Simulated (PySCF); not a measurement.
Species: CF3C(O)Cl, C2ClF3O.
Geometry (PBE0-D3(BJ)/def2-SVP, Å), atoms numbered from 1 in this order:
```
atom  x, y, z in Å
O1     1.3312    1.2663   -0.4326
C2     0.8625    0.2704   -0.0100
Cl3    1.7801   -1.0211    0.7313
C4    -0.6466   -0.0617   -0.0667
F5    -1.0968   -0.3846    1.1367
F6    -0.8435   -1.0866   -0.8863
F7    -1.3135    0.9850   -0.5134
```

The closed-shell ground state was solved at several levels (PySCF, density fitting, gas phase, non-relativistic).

| level | basis functions | total energy (Eh) | HOMO (eV) | LUMO (eV) | gap (eV) | dipole (D) |
| --- | --- | --- | --- | --- | --- | --- |
| HF/pcSseg-2 | 259 | -908.6038 | -13.60 | 2.07 | 15.67 | 1.05 |
| PBE0/6-31G* | 102 | -910.5365 | -9.27 | -1.97 | 7.30 | 0.75 |
| PBE0/STO-3G | 39 | -899.2775 | -5.89 | 0.92 | 6.81 | 1.31 |
| BHandHLYP/pcSseg-2 | 259 | -911.1770 | -11.17 | -1.12 | 10.05 | 0.96 |
| PBE0/6-31G | 67 | -910.3783 | -9.66 | -2.53 | 7.13 | 0.62 |

(1) Estimate the row for PBE0/6-311+G(2d,p), a basis of 197 functions; the other rows only guide the guess.

(2) Over all these levels, which gives the widest orbital gap and which the narrowest?

(3) How much does the basis alone move the frontier levels among the 4 PBE0 rows (the withheld one included)?

(4) How far do the dipole and the HOMO energy spread over the levels?

## Answers

(1) Total energy -910.7254 Eh, HOMO -9.59 eV, LUMO -2.38 eV, gap 7.21 eV, dipole 0.91 D.

(2) HF/pcSseg-2 (Hartree–Fock, all exact exchange) has the widest, 15.67 eV, and PBE0/STO-3G (global hybrid, 25 % exact exchange) the narrowest, 6.81 eV. Functional and basis both differ between the two, so the spread mixes both effects.

(3) The HOMO by 3.77 eV and the LUMO by 3.45 eV. By rising basis size (HOMO, LUMO in eV): STO-3G -5.89, 0.92; 6-31G -9.66, -2.53; 6-31G* -9.27, -1.97; 6-311+G(2d,p) -9.59, -2.38.

(4) The dipole runs from 0.62 to 1.31 D (mean 0.93 D) and the HOMO from -13.60 to -5.89 eV.
